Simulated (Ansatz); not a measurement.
Total energies of the cluster BeI2 from Ansatz at PBE0-D4/def2-TZVP, gas phase (1 Eh = 27.2114 eV = 2625.5 kJ/mol). The reference geometry is relaxed at B3LYP-D4/def2-TZVP.

```xyz
3

Be    0.000    0.000    0.000
I    -1.244    0.119   -1.769
I     1.244   -0.119    1.769
```

| state | geometry | energy (Eh) |
| --- | --- | --- |
| charge 0 singlet | reference | -610.28432 |
| charge 1 doublet | reference | -609.92113 |
| charge 1 doublet | relaxed at B3LYP-D4/def2-TZVP | -609.92124 |
| charge 0 triplet | relaxed at B3LYP-D4/def2-TZVP | -610.16302 |
| charge 0 quintet | relaxed at B3LYP-D4/def2-TZVP | -609.96606 |
| free Be atom (singlet) | – | -14.63549 |
| free I atom (doublet) | – | -297.69312 |

In the def2 sets I takes a core potential; there is no spin–orbit coupling.

Question: Work out the vertical ionisation energy to the doublet.

Answer: E(charge 1 doublet) − E(charge 0 singlet) = -609.92113 − (-610.28432) = 0.36319 Eh = 9.88 eV. For comparison, −ε of the highest occupied level is 7.99 eV at this level, 1.89 eV less.

Question: How much does the charge 1 doublet relax, and what is the adiabatic ionisation energy?

Answer: Relaxation: -609.92113 − (-609.92124) = 0.00011 Eh = 0.00 eV. Adiabatic ionisation energy: 0.36308 Eh = 9.88 eV, without zero-point energy. 

Question: Which of the charge 0 states is lowest, and how far above it are the others?

Answer: The singlet. triplet: -610.16302 − (-610.28432) = 0.12130 Eh = 318.5 kJ/mol; quintet: -609.96606 − (-610.28432) = 0.31826 Eh = 835.6 kJ/mol. The triplet differs in its bonds from the reference.

Question: What is the binding energy per atom against free atoms?

Answer: Atoms: 1 × (-14.63549) + 2 × (-297.69312) = -610.02173 Eh. Binding: -610.02173 − (-610.28432) = 0.26259 Eh = 7.15 eV, or 2.38 eV for each of 3 atoms (no zero-point energy, no counterpoise term).

The structure comes from a short search, and lower isomers may exist.
